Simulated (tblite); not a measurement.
Compound: C5H7GeO2 (charge -1).
Z-matrix (Å and degrees, GFN2-xTB geometry), rows numbered from 1:
```
O 
C   1  1.2257
O   2  1.2501  1  129.41
C   2  1.5756  1  119.19  3   179.54
C   4  1.4797  2  107.03  1   -83.76
C   5  1.3305  4  120.66  2   -88.72
C   6  1.4990  5  120.23  4    -2.41
Ge  4  1.9807  2  100.03  1   170.33
H   4  1.0913  2  111.39  1    39.47
H   5  1.0848  4  118.07  2    86.77
H   6  1.0862  5  121.53  4   176.54
H   7  1.0948  6  111.14  5  -136.61
H   7  1.0908  6  110.14  5   104.34
H   8  1.5735  4  110.39  2  -160.67
H   8  1.5097  4  127.88  2   -39.02
```

Computed values, GFN2-xTB/tblite, gas phase, harmonic and unscaled. Against measured fundamentals such values can be off by several per cent, at times by over 20. Modes of hydrogen on germanium can be 10 to 20 % off. One conformer, not necessarily the lowest.

Harmonic wavenumbers (cm⁻¹): 73.8, 114.6, 144.3, 174.3, 328.4, 367.6, 395.9, 459.5, 494.5, 543.9, 606.3, 624.9, 689.1, 699.3, 744.1, 782.1, 795.6, 852.9, 887.4, 892.9, 980.2, 1031.0, 1082.2, 1103.4, 1126.2, 1190.0, 1217.5, 1289.6, 1340.8, 1456.0, 1559.3, 1673.0, 1767.7, 1903.9, 2898.8, 2928.1, 2954.4, 2983.8, 3015.7.

A = 2328, B = 1358, C = 1075 MHz; mass 172.966 u (most abundant isotopes); point group C1, symmetry number 1.

Task: What is the zero-point energy?

Result: Half the sum of the wavenumbers: 22086 cm⁻¹ = 63.15 kcal/mol.

Task: What is S at 350 K and 1 bar for an ideal gas of classical rigid rotors and harmonic oscillators?

Result: Translation 42.17, rotation 29.42, vibration 25.40: S = 97.0 cal/(mol K).

Task: And Cp and H(350 K) − H(0)?

Result: Cp = 38.59 cal/(mol K), of which vibrations give 30.64 (their classical limit is 39 R = 77.5); H(350 K) − H(0) = 7.80 kcal/mol without the zero-point energy, 5.02 from vibrations.

Task: Which modes carry the vibrational entropy at 350 K?

Result: 73.8 cm⁻¹: 4.37; 114.6 cm⁻¹: 3.50; 144.3 cm⁻¹: 3.05; 174.3 cm⁻¹: 2.69; 328.4 cm⁻¹: 1.54; 367.6 cm⁻¹: 1.35 cal/(mol K); the other 33 give 8.90 together.

Task: Blend soft modes into free rotors: weight 1/[1 + (100 cm⁻¹/ν̃)⁴] for the oscillator and the rest for a rotor with moment μB/(μ + B), μ = h/(8π²ν), B = 10⁻⁴⁴ kg m². What vibrational entropy results?

Result: 24.27 cal/(mol K) in place of 25.40, which changes −T·S at 350 K by +0.39 kcal/mol.

Task: How do the functions run with temperature in this model?

Result: 
| T (K) | S (cal/(mol K)) | Cp (cal/(mol K)) | H − H(0) (kcal/mol) | G − H(0) (kcal/mol) | ln q(vib) |
| --- | --- | --- | --- | --- | --- |
| 150 | 73.5 | 19.4 | 1.97 | -9.05 | 1.71 |
| 250 | 85.6 | 29.2 | 4.40 | -17.01 | 3.56 |
| 298.15 | 91.2 | 33.9 | 5.92 | -21.27 | 4.51 |
| 400 | 102.4 | 42.7 | 9.83 | -31.13 | 6.61 |
| 600 | 122.3 | 55.2 | 19.72 | -53.65 | 10.82 |
| 900 | 147.0 | 66.1 | 38.09 | -94.18 | 16.86 |

q(vib) and H(0) count from the zero-point level.

Task: What must be added to the electronic energy to get the Gibbs energy at 350 K and 1 bar?

Result: ZPE + [H(350 K) − H(0)] − T·S = 63.15 + 7.80 − 33.95 = 37.00 kcal/mol.

Hindered rotation and anharmonicity are outside this model. Other conformers, if any are populated, would add a mixing term that is left out. The structure is chiral; the term R ln 2 for an equal mix with its mirror image is left out.

Time: 0.4 s wall. Hardware: one thread, Arm Neoverse V2 (aarch64), no GPU, shared host. This covers the Hessian and the dipole derivatives.
